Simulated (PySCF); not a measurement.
SMILES CS[SiH2]O at its PBE/def2-SVP optimised geometry (Å):

```
10

C      1.6347    -0.8646     0.0000
S     -0.2048    -0.8646     0.0000
Si    -0.6313     1.2469     0.0000
O     -0.6154     2.0269    -1.4899
H      2.0386    -0.1613     0.7548
H      2.0443    -0.6198    -0.9993
H      1.9518    -1.8906     0.2669
H      0.3597     1.8906     0.9399
H     -2.0443     1.3606     0.4735
H      0.2577     2.1162    -1.9098
```

Calculation: PBE/def2-TZVP run with PySCF. Cells within 0.4 Å of a nucleus heavier than hydrogen are left out (blank, or x).

Map of the electrostatic potential (hartree/e), clipped to [-0.08, 0.12] on the plane z = 0.0 Å:

```
|1111000000011111111111111111111|
|1100000000001111111111111111111|
|1000000000011111111111222222111|
|0000000001111111111122222222211|
|0000000011112211111222222222222|
|0000000111233332222222222222222|
|0000000112468875432222222222222|
|0000011124899999743222222222222|
|0000112358999999974322222222222|
|0000113799999999996432222222222|
|000112599999xx99997433222222222|
|000112599999xxx9998533332222222|
|0001113699999x99998543333222222|
|0000112369999999997554433322222|
|0000111247999999997788754322222|
|0000111235999999999999985322222|
|0000011124899999999999997432222|
|00000011249999xx9999xx999432222|
|0000001113899xxx9999xx999432222|
|00000000126999xx9999xx998432222|
|0000000001399999999999997432222|
|0000000000149999999999997432222|
|0000000000012589765799997432222|
|0000000000000123333599995322222|
|0000000000000011122357754322222|
|0000000000000001112234433222222|
|0000000000000001111222322222222|
|1000000000000001111222222222221|
|1100000000000001111122222222211|
|1110000000000011111111222211111|
|1111100000000111111111111111111|
```
Scale: ten equal steps from -0.020 (start of '0') to 0.120 (end of '9'), in the order '0123456789'; x runs from -4.50 to 4.50, y from -4.50 (bottom) to 4.50 (top).
